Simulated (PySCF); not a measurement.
Al(Cl)(Me)(Et) (C3H8AlCl), SMILES C[CH2][Al]([CH3])[Cl]. Coordinates come from a PBE-D3(BJ)/def2-SVP optimisation. One conformer was computed; it need not be the lowest.

Computed equilibrium geometry at PBE-D3(BJ)/def2-SVP (PySCF confirms it by a frequency run) as bond lengths and angles (one conformer of several):
Atoms: Al1 Cl2 C3 H4 H5 H6 C7 C8 H9 H10 H11 H12 H13. Bonds (Å): Al1–Cl2 2.137, Al1–C3 1.958, Al1–C7 1.967, C3–H4 1.111, C3–H5 1.111, C3–H6 1.109, C7–C8 1.535, C7–H9 1.116, C7–H10 1.116, C8–H11 1.109, C8–H12 1.109, C8–H13 1.111. Angles (°): Cl2–Al1–C3 117.1, Cl2–Al1–C7 117.3, C3–Al1–C7 125.6, Al1–C3–H4 110.8, Al1–C3–H5 110.7, Al1–C3–H6 112.8, H4–C3–H5 106.3, H4–C3–H6 108.0, H5–C3–H6 108.0, Al1–C7–C8 117.7, Al1–C7–H9 106.3, Al1–C7–H10 106.4, C8–C7–H9 110.8, C8–C7–H10 110.8, H9–C7–H10 103.7, C7–C8–H11 111.7, C7–C8–H12 111.7, C7–C8–H13 112.2, H11–C8–H12 106.3, H11–C8–H13 107.2, H12–C8–H13 107.2.
Charge 0, spin multiplicity 1.
